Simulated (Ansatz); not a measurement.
`OB[SiH]1SS1` + `[NH2][AlH2]` → `OB[NH][AlH2]` + `[SiH2]1SS1`  (cleavage of the B–Si bond)

Calculated with Ansatz (gas phase, PBE0-D4/def2-TZVP geometries, no zero-point term in ΔE). CCSD(T)/CBS is the MP2 limit (def2-TZVPP, def2-QZVPP) plus CCSD(T) − MP2 in def2-TZVPP, frozen cores. This one scheme is used for every species. DFT in def2-TZVPP. HSE06 is defined as in plane-wave codes. Each species was taken in one conformer, which may not be the lowest.

`OB[SiH]1SS1`:

Cartesian coordinates in Å:
```
O 0.510 0.955 1.752
B 0.467 -0.038 0.843
Si -0.562 0.227 -0.865
S 0.282 -0.758 -2.534
S -1.468 -1.535 -1.601
H 1.023 0.743 2.538
H 1.027 -1.084 1.024
H -1.280 1.491 -1.158
```

`[NH2][AlH2]`:

```xyz
6

N    -0.318    0.871   -0.140
Al    0.281   -0.769    0.124
H    -1.286    1.145   -0.097
H     0.260    1.667   -0.356
H    -0.778   -1.900    0.454
H     1.841   -1.014    0.015
```

`OB[NH][AlH2]`:

Z-matrix (Å, degrees):
```
B
N 1 1.428
O 1 1.364 2 123.1
H 1 1.199 2 120.7 3 -180.0
Al 2 1.788 1 128.4 3 -0.0
H 2 1.010 1 113.2 3 180.0
H 3 0.963 1 114.3 2 0.0
H 5 1.578 2 120.2 1 180.0
H 5 1.587 2 115.5 1 -0.0
```

`[SiH2]1SS1`:

```xyz
5

Si    0.268    0.256    0.137
S    -1.085   -1.299    0.509
S    -0.816   -0.520   -1.479
H     1.712   -0.045    0.214
H    -0.078    1.608    0.620
```

| level | ΔE (kJ/mol) | difference from CCSD(T)/CBS |
| --- | --- | --- |
| BLYP-D4 | -102.8 | 7.7 |
| HSE06-D4 | -104.5 | 6.0 |
| B2PLYP | -112.1 | -1.6 |
| RPA@PBE/def2-TZVPP | -109.6 | 0.9 |
| CCSD(T)/def2-TZVPP | -111.7 | -1.2 |
| HF/def2-QZVPP | -125.3 | -14.8 |
| SCS-MP2/def2-QZVPP | -114.8 | -4.3 |
| HF/CBS(def2) | -125.4 | -14.9 |
| MP2/CBS(def2) | -113.5 | -3.0 |
| CCSD/CBS(def2) | -112.3 | -1.8 |
| CCSD(T)/CBS | -110.5 | 0 |

Largest T1 diagnostic among the species: 0.015.

From BLYP to BHLYP (50 % exact exchange), in def2-TZVPP and without D4, ΔE moves by −15.1 kJ/mol. In def2-TZVPP, CCSD(T) changes the Hartree–Fock value by +12.8 kJ/mol (the triples alone add +1.9 kJ/mol) and MP2 by +9.8 kJ/mol. Leaving LDA and LC-ωPBE aside and taking each functional with its dispersion term where it has one, the values, not all of them listed here, spread over 19.7 kJ/mol, from BHLYP-D4 to revPBE-D4. LDA lies −9.5 kJ/mol from PBE without D4.
